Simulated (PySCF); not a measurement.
Ge(F)(Br)2(Et), C2H5Br2FGe, SMILES C[CH2][Ge]([F])([Br])[Br], PBE0/def2-SVP optimised geometry.

```
11

C     -2.10    -1.43    -1.39
C     -0.58    -1.39    -1.42
Ge     0.18    -0.31     0.00
F     -0.30    -0.98     1.53
Br     2.47    -0.31     0.00
Br    -0.59     1.85     0.00
H     -2.53    -0.43    -1.51
H     -2.47    -1.85    -0.44
H     -2.49    -2.06    -2.20
H     -0.19    -0.97    -2.37
H     -0.13    -2.39    -1.30
```

Density from PBE0/def2-TZVP in PySCF at that geometry.

Minimum of the electron density along straight lines between bonded atoms, close to the bond critical point (lines longer than 1.1 times the sum of covalent radii, or with two minima, are not listed):

| bond | length / Å | ρ at the minimum / e bohr⁻³ | ∇²ρ there / e bohr⁻⁵ | position (fraction from the first atom) |
|---|---|---|---|---|
| C1–C2 | 1.522 | [?] | -0.59 | 0.49 |
| C2–Ge3 | 1.938 | 0.135 | [?] | 0.52 |
| Ge3–F4 | 1.736 | 0.143 | [?] | 0.48 |
| Ge3–Br5 | 2.290 | 0.097 | 0.06 | 0.43 |
| Ge3–Br6 | 2.292 | 0.097 | 0.06 | 0.43 |
| C1–H7 | 1.100 | 0.273 | -0.92 | 0.64 |
| C1–H8 | 1.100 | 0.274 | -0.92 | 0.64 |
| C1–H9 | 1.101 | 0.272 | -0.91 | 0.64 |
| C2–H10 | 1.102 | 0.271 | -0.91 | 0.65 |
| C2–H11 | 1.102 | 0.271 | -0.90 | 0.65 |

Q: What belongs in the gaps?

A: 
- C1–C2, ρ at the minimum / e bohr⁻³: 0.243
- C2–Ge3, ∇²ρ there / e bohr⁻⁵: 0.04
- Ge3–F4, ∇²ρ there / e bohr⁻⁵: 0.81
